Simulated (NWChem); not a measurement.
Species: InI2F; SMILES [I][In]([F])[I]

Results from NWChem. Structure relaxed at the PBE0/def2-SVP level. def2 effective core potentials on In, I; no spin-orbit coupling. B3LYP is NWChem's, with the RPA form of VWN correlation. Vertical excitations in the gas phase; the lowest state need not have the same character in each row.

### Question
Order these by “lowest excitation, singlet (eV)”, lowest first: PBE/def2-SVP, full TDDFT; Hartree-Fock/def2-SVP, TDHF; B3LYP/def2-SVP, full TDDFT.

### Answer
PBE/def2-SVP, full TDDFT (3.20), B3LYP/def2-SVP, full TDDFT (3.53), Hartree-Fock/def2-SVP, TDHF (5.21)
